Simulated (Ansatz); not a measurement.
```yaml
crystal:
  periodic: [false, false, false]
  atoms:
    - {symbol: Ru, position_ang: [0.000844, 0.001464, 0.000613]}
    - {symbol: O, position_ang: [-0.003364, -0.042726, 1.745261]}
    - {symbol: O, position_ang: [1.637507, -0.012496, -0.605115]}
    - {symbol: O, position_ang: [-0.849660, 1.412513, -0.575014]}
    - {symbol: N, position_ang: [-0.785328, -1.358745, -0.565745]}
basis:
  gaussian: {orbitals: def2-SVP, nuclear_model: gaussian, point_charges: [{charge: 0.50, position_ang: [4.455, -0.028, -0.762]}]}
total_charge: -2
magnetization: {spin_polarized: true, initial_magnetization: 1}
hamiltonian: {xc: {name: CAM-B3LYP}, dispersion: d3bjatm}
accuracy: high
output: {forces: true}
```

```sh
$ ansatz run in.yaml --threads 4 --pin off --events-out ev --progress --plain --max-ram 3916MiB
```

Output, abridged:

```
Functional definition: CAM-B3LYP
1934 factors; integrals over basis functions are off by at most 3.2e-9 eV
372 factors; integrals over basis functions are off by at most 1.4e-9 eV
mean field evaluation 1: about -10158.6946 eV, gradient 9.9e1 eV
mean field evaluation 2: about -9973.5410 eV, gradient 2.0e2 eV
mean field evaluation 4: about -10197.1216 eV, gradient 3.2e1 eV
mean field evaluation 8: about -10201.0967 eV, gradient 9.5e-1 eV
mean field evaluation 16: about -10201.2932 eV, gradient 3.7e-2 eV
mean field evaluation 32: about -10201.3071 eV, gradient 5.7e-2 eV
mean field evaluation 64: about -10201.0498 eV, gradient 1.7e0 eV
mean field -10201.30712185 eV, -374.8911220337 hartree, gradient 2.2e-8 eV, S^2 0.765361; 6 other end points of the search recorded, 0 dependent functions left out
reference -10201.30713867 eV, -374.8911226516 hartree; 25, 24 occupied and 62, 63 virtual orbitals, 1934 factors
Total energy: -10201.40962954 eV, -374.8948891218 hartree
Atom 0 at     0.000844     0.001464     0.000613 Å, force    -2.427259    -0.683287    -0.120470 eV/Å
Atom 1 at    -0.003364    -0.042726     1.745261 Å, force     0.283321     0.213691     0.968218 eV/Å
Atom 2 at     1.637507    -0.012496    -0.605115 Å, force     2.542430    -0.081047    -0.754666 eV/Å
Atom 3 at    -0.849660     1.412513    -0.575014 Å, force     0.042947     0.884402    -0.045407 eV/Å
Atom 4 at    -0.785328    -1.358745    -0.565745 Å, force     0.483573    -0.334794    -0.147710 eV/Å
Dipole moment:    -0.215625     0.064817     0.073086 e Å
```

It took 15 s on 4 threads of Arm Neoverse V2 on a shared host.

In the def2 sets Ru takes a core potential; there is no spin–orbit coupling. A multiply charged anion in the gas phase is held together partly by the finite basis. The highest occupied level of an anion often lies above zero with these methods, and sets without diffuse functions describe the outer electron poorly.

The dipole of an ion depends on the origin.
